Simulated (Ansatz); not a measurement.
AsF3, charge +1, doublet, at a GFN2-xTB geometry (a state made from the parent by changing its charge; the spin is typed, not shown lowest). Base run: CAM-B3LYP/6-31G** run with Ansatz (an electronic-structure program).

Ansatz was given this input:
Ansatz 0.2 input:
```yaml
crystal:
  periodic: [false, false, false]
  atoms:
    - {symbol: F, position_ang: [-0.86383509, -1.20521111, -0.44452213]}
    - {symbol: As, position_ang: [0.01084277, -0.00481260, 0.37118157]}
    - {symbol: F, position_ang: [1.46023873, -0.12505297, -0.49840690]}
    - {symbol: F, position_ang: [-0.63616046, 1.34791028, -0.41807005]}
basis:
  gaussian:
    orbitals: 6-31G__.json
hamiltonian:
  xc: cam_b3lyp
total_charge: 1
magnetization: {spin_polarized: true, initial_magnetization: 1}
```
The basis file holds 6-31G** in the JSON format of the Basis Set Exchange.

The base run was repeated with changes; each row names its change, and settings that it needs were set with it.

```tsv
change	ΔE vs base (kcal/mol)
base	0.000
final_grid = 4, 8, 17	0.046
point_charge = charge:1.0 position_ang:2.0448, 1.3012, -4.0294	62.43
lower_state_search = light	0.000
lower_state_search = full	0.000
fitting.mean_field = def2-universal-JKFIT	-0.009
point_charge = charge:-1.0 position_ang:-2.87, -3.4027, -0.8822	-72.8
accuracy = high	-0.002
lower_state_search = off	0.000
forces = on	0.000
final_grid = 6, 12, 29	-0.008
```
